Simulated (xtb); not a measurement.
xtb input (GFN1-xTB):

```bash
xtb mol.xyz --gfn 1 --sp --chrg 0 --uhf 0
```
mol.xyz:
```
3

Ga    -0.00000000    -0.00000000    -1.81337577
O      0.00000000     0.00000000     0.00000000
Ga     0.00000000     0.00000000     1.81337577
```

Output:

```
           -------------------------------------------------
          |                Calculation Setup                |
           -------------------------------------------------

           -------------------------------------------------
          |                 G F N 1 - x T B                 |
           -------------------------------------------------

        Reference                      10.1021/acs.jctc.7b00118
      * Hamiltonian:
        H0-scaling (s, p, d)           1.850000    2.250000    2.000000
        zeta-weighting                 0.000000
      * Dispersion:
        s8                             2.400000
        a1                             0.630000
        a2                             5.000000
        s9                             0.000000
      * Repulsion:
        kExp                           1.500000
        rExp                           1.000000
      * Coulomb:
        alpha                          2.000000
        third order                    atomic
        anisotropic                    false
      * Halogen bond correction:
        rad-scale                      1.300000
        damping                        0.440000

          ...................................................
          :                      SETUP                      :
          :.................................................:
          :  # basis functions                  24          :
          :  # atomic orbitals                  22          :
          :  # shells                            8          :
          :  # electrons                        12          :
          :  # halogen bonds                     0          :
          :  max. iterations                   250          :
          :  Hamiltonian                  GFN1-xTB          :
          :  restarted?                      false          :
          :  GBSA solvation                  false          :
          :  PC potential                    false          :
          :  electronic temp.          300.0000000     K    :
          :  accuracy                    1.0000000          :
          :  -> integral cutoff          0.2500000E+02      :
          :  -> integral neglect         0.1000000E-07      :
          :  -> SCF convergence          0.1000000E-05 Eh   :
          :  -> wf. convergence          0.2000000E-04 e    :
          :  Broyden damping             0.4000000          :
          :  net charge                          0          :
          :  unpaired electrons                  0          :
          ...................................................

 iter      E             dE          RMSdq      gap      omega  full diag
   1     -7.3950981 -0.739510E+01  0.552E+00    5.44       0.0  T
   2     -7.3999180 -0.481990E-02  0.272E+00    5.13       1.0  T
   3     -7.3993921  0.525901E-03  0.122E+00    5.31       1.0  T
   4     -7.4005146 -0.112244E-02  0.101E-02    5.20       5.7  T
   5     -7.4005147 -0.148141E-06  0.369E-03    5.20      15.7  T
   6     -7.4005147 -0.414305E-08  0.128E-04    5.20     452.6  T
   7     -7.4005147 -0.577796E-10  0.964E-08    5.20  100000.0  T

   *** convergence criteria satisfied after 7 iterations ***

         #    Occupation            Energy/Eh            Energy/eV
      -------------------------------------------------------------
         1        2.0000           -0.6630328             -18.0420
         2        2.0000           -0.5220025             -14.2044
         3        2.0000           -0.4359304             -11.8623
         4        2.0000           -0.4359304             -11.8623
         5        2.0000           -0.4311333             -11.7317
         6        2.0000           -0.3571523              -9.7186 (HOMO)
         7                         -0.1659344              -4.5153 (LUMO)
         8                         -0.1659344              -4.5153
         9                         -0.1081139              -2.9419
        10                         -0.1081139              -2.9419
        11                         -0.1008753              -2.7450
       ...                                ...                  ...
        22                          0.4969849              13.5236
      -------------------------------------------------------------
                  HL-Gap            0.1912178 Eh            5.2033 eV
             Fermi-level           -0.2615433 Eh           -7.1170 eV

 SCC (total)                   0 d,  0 h,  0 min,  0.002 sec
 SCC setup                      ...        0 min,  0.000 sec (  3.021%)
 Dispersion                     ...        0 min,  0.000 sec (  1.206%)
 classical contributions        ...        0 min,  0.000 sec (  0.598%)
 integral evaluation            ...        0 min,  0.001 sec ( 27.020%)
 iterations                     ...        0 min,  0.001 sec ( 32.658%)
 molecular gradient             ...        0 min,  0.001 sec ( 31.166%)
 printout                       ...        0 min,  0.000 sec (  3.955%)

         :::::::::::::::::::::::::::::::::::::::::::::::::::::
         ::                     SUMMARY                     ::
         :::::::::::::::::::::::::::::::::::::::::::::::::::::
         :: total energy              -7.391175765049 Eh    ::
         :: gradient norm              0.039350168045 Eh/a0 ::
         :: HOMO-LUMO gap              5.203302355099 eV    ::
         ::.................................................::
         :: SCC energy                -7.400514713872 Eh    ::
         :: -> electrostatic           0.065259136651 Eh    ::
         :: repulsion energy           0.010190047922 Eh    ::
         :: dispersion energy         -0.000851099100 Eh    ::
         :: halogen bond corr.         0.000000000000 Eh    ::
         :: add. restraining           0.000000000000 Eh    ::
         :: total charge              -0.000000000000 e     ::
         :::::::::::::::::::::::::::::::::::::::::::::::::::::

           -------------------------------------------------
          |                Property Printout                |
           -------------------------------------------------

    * Orbital Energies and Occupations

         #    Occupation            Energy/Eh            Energy/eV
      -------------------------------------------------------------
         1        2.0000           -0.6630328             -18.0420
         2        2.0000           -0.5220025             -14.2044
         3        2.0000           -0.4359304             -11.8623
         4        2.0000           -0.4359304             -11.8623
         5        2.0000           -0.4311333             -11.7317
         6        2.0000           -0.3571523              -9.7186 (HOMO)
         7                         -0.1659344              -4.5153 (LUMO)
         8                         -0.1659344              -4.5153
         9                         -0.1081139              -2.9419
        10                         -0.1081139              -2.9419
        11                         -0.1008753              -2.7450
        12                         -0.1008753              -2.7450
        13                         -0.0204601              -0.5567
        14                         -0.0204601              -0.5567
        15                         -0.0124610              -0.3391
        16                          0.0070048               0.1906
        17                          0.0627822               1.7084
       ...                                ...                  ...
        22                          0.4969849              13.5236
      -------------------------------------------------------------
                  HL-Gap            0.1912178 Eh            5.2033 eV
             Fermi-level           -0.2615433 Eh           -7.1170 eV
Note: The following floating-point exceptions are signalling: IEEE_DENORMAL
normal termination of xtb

  Mulliken/CM5 charges         n(s)   n(p)   n(d)
     1Ga    0.28927  0.32263   1.871  0.686  0.154
     2O    -0.57853 -0.64525   1.651  4.928  0.000
     3Ga    0.28927  0.32263   1.871  0.686  0.154

Wiberg/Mayer (AO) data.
largest (>0.10) Wiberg bond orders for each atom

 ---------------------------------------------------------------------------
     #   Z sym  total        # sym  WBO       # sym  WBO       # sym  WBO
 ---------------------------------------------------------------------------
     1  31 Ga   1.397 --     2 O    1.167     3 Ga   0.230
     2   8 O    2.334 --     3 Ga   1.167     1 Ga   1.167
     3  31 Ga   1.397 --     2 O    1.167     1 Ga   0.230
 ---------------------------------------------------------------------------

Topologies differ in total number of bonds
Writing topology from bond orders to xtbtopo.mol

 dipole moment from electron density (au)
     X       Y       Z
   0.0000   0.0000  -0.0000  total (Debye):    0.000

           -------------------------------------------------
          | TOTAL ENERGY               -7.391175765049 Eh   |
          | GRADIENT NORM               0.039350168045 Eh/α |
          | HOMO-LUMO GAP               5.203302355099 eV   |
           -------------------------------------------------

------------------------------------------------------------------------
------------------------------------------------------------------------
 total:
 SCF:
```
